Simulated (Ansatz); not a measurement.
**A basis-limit estimate, worked out**

An elementary step of SiH₂Cl₃, doublet (SiHCl₃ ([Cl][SiH]([Cl])[Cl]) + H → SiCl₃ ([Cl][Si]([Cl])[Cl]) + H₂; H–Si broken or loosened, H–H formed or tightened). “Start” and “end” are the PBE0-D4/def2-TZVP structures reached by relaxing down either side of its saddle point, with the molecules still in contact.

Ansatz 0.2.0; basis: def2-TZVPP and def2-QZVPP; cores frozen in the correlated methods; orbitals are unrestricted.

Energies in eV:

| quantity | end | start |
| --- | --- | --- |
| Hartree–Fock, triple zeta (X = 3) | -45408.59542 | -45408.34597 |
| Hartree–Fock, quadruple zeta (X = 4) | -45409.89467 | -45409.64051 |
| MP2 correlation, X = 3 | -18.70772 | -18.54995 |
| MP2 correlation, X = 4 | -20.60129 | -20.44846 |
| CCSD(T) correlation, X = 3 | -21.12276 | -20.84450 |

**Question.** Work out the step energy at the basis limit: extrapolate Hartree–Fock as E(X) = E∞ + A exp(−7.88 √X) and the MP2 correlation as E(X) = E∞ + B X^−2.97 (the exponents that Neese and Valeev fitted for def2-TZVPP and QZVPP), then add CCSD(T) − MP2 in triple zeta.

**Answer.** Each step is linear, so take the differences first (end − start): Hartree–Fock -0.24945 (X = 3) and -0.25416 (X = 4); MP2 correlation -0.15777 and -0.15283; CCSD(T) correlation -0.27826.
Two points give E∞ = E(4) + w [E(4) − E(3)], with w = 1/(exp(7.88 (2 − √3)) − 1) = 0.1377 for Hartree–Fock and w = 1/((4/3)^2.97 − 1) = 0.7407 for the correlation.
Hartree–Fock: -0.25416 + 0.1377 × (-0.00471) = -0.2548 eV.
MP2 correlation: -0.15283 + 0.7407 × 0.00494 = -0.1492 eV.
CCSD(T) − MP2: -0.27826 − (-0.15777) = -0.1205 eV.
Sum: -0.2548 + (-0.1492) + (-0.1205) = -0.5245 eV, or -12.10 kcal/mol. Plain CCSD(T) in triple zeta gives -0.5277 eV, so the larger basis shifts the result by 0.0032 eV.

No T1 diagnostic of these runs exceeds 0.012. ⟨S²⟩ of the unrestricted Hartree–Fock references: 0.75 to 0.76 (a pure state has 0.75).

Radical steps of this kind take place in plasma deposition and etching.

Labels in which every atom is bracketed show which atoms are joined, not bond orders.

For scale, one of the runs: CCSD(T)/def2-TZVPP, 196 basis functions (an equivalent command: `ansatz run in.yaml --threads 4`). Time: 2.5 min of wall clock on 4 CPU threads; the host was shared. Peak host memory: 5.2 GiB.
